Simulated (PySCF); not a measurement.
Vertical excitations of a molecule C3HBrClF from TDDFT-PBE/def2-SVPD run with PySCF, as energy in eV (oscillator strength): 4.30 (0.000), 4.60 (0.001), 4.77 (0.001), 4.91 (0.000), 5.18 (0.004), 5.58 (0.548), 6.12 (0.007), 6.17 (0.012), 6.36 (0.013), 6.41 (0.003). Lowest triplet (TDA): 3.73 eV. Coordinates come from a r2SCAN-D4/def2-SVP optimisation. One conformer was computed; it need not be the lowest.

Which structure fits?
(A) FC(Br)=C=CCl
(B) FC(Cl)=C=CBr
(C) FC=C=C(Cl)Br

B, FC(Cl)=C=CBr
